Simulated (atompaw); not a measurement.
## Pseudopotential generation for dysprosium: PAW (atompaw), LDA (PW92), scalar-relativistic.

atompaw 4.2.0.5 was run on this input:

```
Dy 66
LDA-PW scalarrelativistic loggrid 2001 logderivrange -6 5 276
6 6 5 4 0 0
6 1 0
5 2 0
4 3 10
0 0 0
c
c
c
c
v
v
c
c
c
v
v
c
c
v
v
3
3.00 2.80 2.55 2.45
n
n
y
4.4
n
y
4.75
n
custom polynom vanderbiltortho sinc
4 -0.5 troulliermartins
1.75
3.00
2.10
2.90
3.00
3.00
1.05
1.05
PWSCFOUT
UPFDX 0.0125d0 UPFXMIN -7.d0 UPFZMESH 66.d0
END
```

Command:

```bash
atompaw < Dy.input > Dy.log
```

Resulting log (summary file):

```
Completed calculations for Dy (AE)

 Exchange-correlation type: LDA, Perdew-Wang correlation

 Radial integration grid is logarithmic
 r0 =   1.0276580E-04 h =   6.7825429E-03   n =      2001 rmax =   8.0000000E+01

 Scalar relativistic calculation

 AEatom converged in  94 iterations
   nz     =  66.00
   delta  =       5.776570080134E-15

 All Electron Orbital energies:
  n  l      occupancy      energy
  1  0      2.0000000E+00 -3.9405116E+03
  2  0      2.0000000E+00 -6.5626792E+02
  3  0      2.0000000E+00 -1.4603850E+02
  4  0      2.0000000E+00 -2.8843104E+01
  5  0      2.0000000E+00 -3.6065446E+00
  6  0      2.0000000E+00 -2.8637914E-01
  2  1      6.0000000E+00 -5.8253090E+02
  3  1      6.0000000E+00 -1.2340448E+02
  4  1      6.0000000E+00 -2.1387897E+01
  5  1      6.0000000E+00 -1.8726732E+00
  6  1      0.0000000E+00 -8.8795604E-02
  3  2      1.0000000E+01 -9.4243689E+01
  4  2      1.0000000E+01 -1.1235906E+01
  5  2      0.0000000E+00 -9.8142400E-02
  4  3      1.0000000E+01 -2.4429062E-01

 Total energy
   Total                    :   -24298.71061917219777

 ---
 Completed calculations for Dy (SC)

 Exchange-correlation type: LDA, Perdew-Wang correlation

 Radial integration grid is logarithmic
 r0 =   1.0276580E-04 h =   6.7825429E-03   n =      2001 rmax =   8.0000000E+01

 Scalar relativistic calculation

 SCatom converged in   5 iterations
   nz     =  66.00
   delta  =       6.751617757441E-16

 Valence Electron Orbital energies:
  n  l      occupancy      energy
   5  0      2.0000000E+00 -3.6065446E+00
   6  0      2.0000000E+00 -2.8637914E-01
   5  1      6.0000000E+00 -1.8726732E+00
   6  1      0.0000000E+00 -8.8795602E-02
   5  2      0.0000000E+00 -9.8142400E-02
   4  3      1.0000000E+01 -2.4429062E-01

 Total energy
   Total                    :   -24298.71061913296580
   Valence                  :     -761.38405052527946

 PAW parameters:
       lmax =            3
         rc =    3.0018924647753131
        irc =         1517
   rc_shape =    2.8050323718509307
    rc_vloc =    2.5509244666442874
    rc_core =    2.4658626979849458
   Vloc: Norm-conserving Troullier-Martins with l= 4;e=  -5.0000E-01
   Projector type: polynomial pseudization + Vanderbilt ortho.
   Sinc^2 compensation charge shape zeroed at   2.8050E+00

 Number of basis functions     8
 No.   n  nodes  l      Energy         Cp coeff         Occ
  1    5    4    0   -0.3606545E+01  0.6238120E+00  0.2000000E+01
  2    6    5    0   -0.2863791E+00  0.7889577E+01  0.2000000E+01
  3    5    3    1   -0.1872673E+01  0.1850564E+01  0.6000000E+01
  4    6    4    1   -0.8879560E-01  0.5005065E+02  0.0000000E+00
  5    5    2    2   -0.9814240E-01  0.7889564E+01  0.0000000E+00
  6  999    3    2    0.4400000E+01 -0.9706708E-02  0.0000000E+00
  7    4    0    3   -0.2442906E+00 -0.5678886E+00  0.1000000E+02
  8  999    1    3    0.4750000E+01 -0.2537340E+01  0.0000000E+00

 Eigenvalues of overlap operator (in the basis of projectors):
    1        3.48593181E-01
    2        5.21014261E-01
    3        6.94155872E-01
    4        2.84696452E+00
    5        5.17763754E+01
    6        1.16382419E+02
    7        3.92738073E+02
    8        3.01747546E+03

 Orbital leakage outside PAW augmentation regions
   orb  is_core?  %out_of_sphere
   1 0    T           0.00
   2 0    T           0.00
   3 0    T           0.00
   4 0    T           0.00
   5 0    F           0.25
   6 0    F          76.08
   2 1    T           0.00
   3 1    T           0.00
   4 1    T           0.00
   5 1    F           1.87
   6 1    F          94.02
   3 2    T           0.00
   4 2    T           0.00
   5 2    F          49.99
   4 3    F           0.95

 Summary of PAW energies
   Total valence energy     :   -761.38397759470399
   Smooth energy            :     58.95259975922527
   One center               :   -820.33657735392921
   Smooth kinetic           :    129.22331679855097
   Vloc energy              :    -51.60171639314304
   Smooth exch-corr         :    -20.68476411760689
   One-center xc            :   -489.48140894873717
```

The run took about 2.3 min on one core of a shared server CPU.
